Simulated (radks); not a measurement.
Values are calculated unless marked as measured or tabulated.
Ne2+, 8 electrons, occupied as [He] 2s2 2p4. Level of theory: Dirac Kohn-Sham, PBEsol, spin-unpolarised, spherical densities, point nucleus; open shells fill j = l - 1/2 first (a radial shooting solver on a logarithmic mesh with Libxc functionals). Some entries of the table are withheld. Estimate them.

orbital  occ.  eigenvalue (eV)  <r> (bohr)  r(max) (bohr)
1s1/2       2        -878.8306         (1)            (2)
2s1/2       2         -77.8540      0.8304         0.6608
2p1/2       2              (3)      0.8107            (4)
2p3/2       2              (5)      0.8123            (6)

Answer. 
(1) 1s1/2 <r> (bohr): 0.1581
(2) 1s1/2 r(max) (bohr): 0.1028
(3) 2p1/2 eigenvalue (eV): -54.7734
(4) 2p1/2 r(max) (bohr): 0.5813
(5) 2p3/2 eigenvalue (eV): -54.6382
(6) 2p3/2 r(max) (bohr): 0.5825
